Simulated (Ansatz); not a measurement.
`F[Si](Br)(Br)Br` + HCl → `Cl[Si](Br)(Br)Br` + H–F at 500 K and 1 bar (ligand exchange at the Si–F bond).

Isolated molecules relaxed with PBE0-D4/def2-TZVP in Ansatz; ΔE leaves out vibrations. CCSD(T)/CBS adds triple-zeta CCSD(T) − MP2 to the extrapolated MP2 energy (def2 sets, frozen cores). This one scheme is used for every species. For Br outer-core shells are correlated without core-valence functions, which leaves a few kJ/mol of doubt a bond. Scalar relativity is left out up to krypton.

```csv
species,CCSD(T)/CBS energy (Eh),H − E (kJ/mol),S (J/(mol·K))
`F[Si](Br)(Br)Br`,-8109.04050,58.5,417.2
HCl,-460.38127,32.5,201.9
`Cl[Si](Br)(Br)Br`,-8469.00948,56.9,430.5
H–F,-100.39570,39.4,188.7
```

H − E and S are ideal-gas, rigid-rotor, harmonic terms from PBE0-D4/def2-TZVP. 1 Eh = 2625.50 kJ/mol, R = 8.31446 J/(mol·K).

Task: By hand: ΔE, ΔH, ΔS and ΔG.

Result: ΔE = (-8469.00948) + (-100.39570) − (-8109.04050) − (-460.38127) = 0.01659 Eh = 43.6 kJ/mol. Δ(H − E) = 56.9 + 39.4 − 58.5 − 32.5 = 5.3, so ΔH = 48.9 kJ/mol. ΔS = 430.5 + 188.7 − 417.2 − 201.9 = 0.1 J/(mol·K). ΔG = 48.9 − 500 × (0.1)/1000 = 48.9 kJ/mol.

Task: By hand: the equilibrium constant, and the temperature at which ΔG would vanish if ΔH and ΔS stayed fixed.

Result: log₁₀ K = −ΔG/(RT ln 10) = -5.1. ΔG = 0 at ΔH/ΔS = 489000 K, far beyond where these terms or the molecules hold.

The number of gas molecules stays the same, so ΔS is small and ΔH decides. A doubt of 5 kJ/mol in ΔE shifts log₁₀ K by 0.5 here. These are equilibria of isolated gas molecules and say nothing of rates. Largest T1 diagnostic: 0.008 (customary marks: 0.02 for closed shells, 0.045 for open ones).
